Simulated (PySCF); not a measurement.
## F²⁺ (fluorine, charge +2): UHF calculation

Configuration: [He] 2s2 2p3, high-spin 4S determinant. All numbers are calculated (PySCF 2.14, no relativity, point nucleus, in 6-31G*).

```json
{
  "Total energy": "-97.559682 hartree",
  "One-electron energy": "-126.0638 hartree",
  "Hartree (Coulomb) energy": "37.6952 hartree",
  "Exchange energy": "-9.1911 hartree",
  "Kinetic energy": "97.40279 hartree",
  "⟨S²⟩": "3.7541",
  "⟨L²⟩": "0.000",
  "Sum of ⟨r⟩": "4.866 bohr",
  "Sum of ⟨r²⟩": "5.136 bohr²",
  "Density at the nucleus (Gaussians lack the cusp)": "424 bohr⁻³",
  "Spin density at the nucleus": "0.720 bohr⁻³",
  "Langevin diamagnetic susceptibility": "-4.07 ×10⁻⁶ cm³/mol",
  "Time after the integrals": "0.04 s of wall time on 1 thread of Intel(R) Xeon(R) 6975P-C (shared host)"
}
```

```csv
shell,electrons,mean orbital energy (eV),"rms radius, mean of both spins (bohr)"
1s α,1,-766.92,0.204
1s β,1,-761.94,0.204
2s α,1,-88.004,1.03
2s β,1,-70.702,1.03
2p α,3,-63.845,0.991
```
